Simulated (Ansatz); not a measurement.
Cost and result for the atomization energy of AlH$_{7}$OSi$_{2}$ (`O[SiH2][AlH][SiH3]`) (11 atoms, 10 bonds).

Z-matrix (Å, degrees):
```
Si
Al 1 2.469
O 1 1.661 2 111.7
H 1 1.498 2 109.9 3 -123.4
H 1 1.489 2 112.9 3 118.1
Si 2 2.463 1 118.2 3 14.8
H 2 1.592 1 122.3 3 -165.5
H 3 0.958 1 117.1 2 -41.6
H 6 1.491 2 112.8 1 131.2
H 6 1.494 2 111.7 1 10.6
H 6 1.493 2 110.8 1 -108.3
```

Charge 0, multiplicity 1. All single points use the PBE0-D4/def2-TZVP geometry. It is one conformer, not always the lowest. Program: Ansatz. All runs use 4 threads of an Arm Neoverse V1 on a shared host. Times are those of one run each, without the atoms' runs, and a repeat can differ threefold. Electronic energies, without spin–orbit coupling; frozen cores. CCSD(T)/CBS adds CCSD(T) − MP2 in def2-TZVPP to the MP2 limit, and its time is that of the two runs behind it. T1 = 0.013. B3LYP takes the VWN-RPA correlation (the form of Gaussian; ORCA's B3LYP/G).

CCSD(T)/CBS is a level of theory with its own doubt, some kJ/mol a heavy atom from the limit and from the frozen cores, so smaller differences don't rank the functionals.

| level | functions | wall time |
| --- | --- | --- |
| PBE-D4/def2-TZVPP (with forces) | 255 | 2.5 s |
| PBE0-D4/def2-TZVPP | 255 | 3 s |
| r2SCAN-D4/def2-TZVPP (with forces) | 255 | 4.4 s |
| B3LYP-D4/def2-TZVPP (with forces) | 255 | 4.6 s |
| B2PLYP/def2-TZVPP | 255 | 5.5 s |
| ωB97X-V/def2-TZVPP | 255 | 8 s |
| ωB97M-V/def2-TZVPP (with forces) | 255 | 12 s |
| MP2/def2-QZVPP | 477 | 19 s |
| CCSD(T)/def2-TZVPP | 255 | 89 s |
| CCSD(T)/CBS(def2) | – | 110 s |

What atomization energy does each give, and how far from CCSD(T)/CBS? (An estimate is asked.)

The calculation gave: 
```
                             level  atomization (kJ/mol)  difference from CCSD(T)/CBS  per bond
   PBE-D4/def2-TZVPP (with forces)                3201.5                        -44.1      -4.4
                PBE0-D4/def2-TZVPP                3179.9                        -65.7      -6.6
r2SCAN-D4/def2-TZVPP (with forces)                3232.2                        -13.4      -1.3
 B3LYP-D4/def2-TZVPP (with forces)                3219.7                        -25.9      -2.6
                 B2PLYP/def2-TZVPP                3177.4                        -68.2      -6.8
                ωB97X-V/def2-TZVPP                3259.8                         14.2       1.4
  ωB97M-V/def2-TZVPP (with forces)                3225.9                        -19.7      -2.0
                    MP2/def2-QZVPP                3197.4                        -48.2      -4.8
                CCSD(T)/def2-TZVPP                3154.5                        -91.1      -9.1
                 CCSD(T)/CBS(def2)                3245.6                          0.0       0.0
```

In def2-TZVPP, CCSD(T) changes the Hartree–Fock value by +749.2 kJ/mol (the triples alone add +32.3 kJ/mol) and MP2 by +737.5 kJ/mol; breaking electron pairs costs correlation energy, which Hartree–Fock lacks. The D4 term adds +34.6 kJ/mol with B3LYP and +18.5 kJ/mol with PBE0; it sums over pairs of atoms, weighted by their polarisabilities, and B3LYP, whose exchange is more repulsive, gets the larger term. From PBE to PBE0 (25 % exact exchange), in def2-TZVPP and without D4, the atomization energy moves by −18.7 kJ/mol: exact exchange takes away binding that semilocal exchange gives to molecules.
